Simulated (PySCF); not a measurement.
Predicted microwave data (PBE0-D3(BJ)/def2-SVP geometry optimisation, gas phase in PySCF 2.14.0) for one isomer of C4H8BP:

- Rotational constants: A = 3955, B = 1911, C = 1444 MHz
- Dipole components: |μa| = 2.13 D, |μb| = 2.59 D, |μc| = 2.21 D
- Inertial defect: -42.35 u·Å²
- κ: -0.63

Task: Which structure is it? (One computed conformer of each.)
A. `[CH2:1]=[CH:2]/[CH:3]=[CH:4]/[BH:5][PH2:6]` with C1–C2–C3–C4 179°, C3–C4–B5–P6 -9°, C4–B5–P6–H -145° and -45°
B. `[CH:1]#[C:2]/[CH:3]=[CH:4]\[BH2-:5][PH3+:6]` with C3–C4–B5–P6 -69°

Result: B. It is C#C/C=C\[BH2-][PH3+], an asymmetric top, point group C1. The candidates at the same level (rigid rotor, commonest isotopes):

```csv
SMILES,A (MHz),B (MHz),C (MHz),μa (D),μb (D),μc (D),Δ (u·Å²),point group,rotor
C=C/C=C/BP,7485,1101,966.2,1.84,0.28,0.77,-3.53,–,near-prolate asymmetric top
C#C/C=C\[BH2-][PH3+],3955,1911,1444,2.13,2.59,2.21,-42.35,C1,asymmetric top
```

`C=C/C=C/BP` has A 89 % too high. No structure here is proved a minimum.
